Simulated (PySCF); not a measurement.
C²⁺ (carbon, charge +2): PBE0 calculation

Configuration: [He] 2s2, closed-shell 1S. Calculation: PySCF 2.14, in x2c-QZVPPall (7s4p3d2f1g, 57 functions); scalar relativity by spin-free X2C-1e.

```
Total energy                        : -36.4870 hartree
One-electron energy                 : -44.1577 hartree
Hartree (Coulomb) energy            : 12.0478 hartree
Exchange-correlation energy         : -4.3771 hartree
⟨S²⟩                                : 0.0000
⟨L²⟩                                : 0.000
Sum of ⟨r⟩                          : 3.264 bohr
Sum of ⟨r²⟩                         : 4.569 bohr²
Langevin diamagnetic susceptibility : -3.62 ×10⁻⁶ cm³/mol
```

| shell | electrons | mean orbital energy (eV) | rms radius, mean of both spins (bohr) |
| --- | --- | --- | --- |
| 1s | 2 | -317.63 | 0.313 |
| 2s | 2 | -42.055 | 1.48 |
